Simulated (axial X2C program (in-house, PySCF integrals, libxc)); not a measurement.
SnO along the bond: PBE0, with spin–orbit coupling

Calculated with an in-house relativistic program for diatomic molecules. Two-component (2c) means X2C with spin–orbit coupling and atomic mean-field two-electron Coulomb and Gaunt terms. Basis: Sn dyall-cv3z [11s12p9d4f1g], O dyall-av3z [7s6p3d2f] (cores contracted in-house); Gaussian nuclei, density fitting, unrestricted open shells. Masses: Sn 119.902 u, O 15.995 u.

State: Ω = 0 (closed shell). Dipoles are positive if O is the positive end.

```
R (Å)   μ (D)  HOMO (eV)  LUMO (eV)
1.586  -3.018      -7.47      -1.87
1.659  -3.446      -7.59      -2.05
1.714  -3.751      -7.65      -2.18
1.768  -4.045      -7.69      -2.31
1.823  -4.328      -7.70      -2.44
1.887  -4.645      -7.68      -2.58
1.951  -4.946      -7.51      -2.73
2.033  -5.314      -7.28      -2.90
2.133  -5.731      -7.02      -3.10
2.279  -6.271      -6.71      -3.37
```

Q: The minimum lies at 1.819 Å. What is the dipole moment there, and its slope?

A: At PBE0, 2c, with the sign and origin stated: μ = -4.31 D, dμ/dR = -5.09 D/Å.

The state is one determinant whose occupation by symmetry is held fixed; it was picked as the lowest of a PBE0 search that is not exhaustive. Closed shells are restricted here (equal orbitals for both partners); the stretched side of such a curve lies too high.
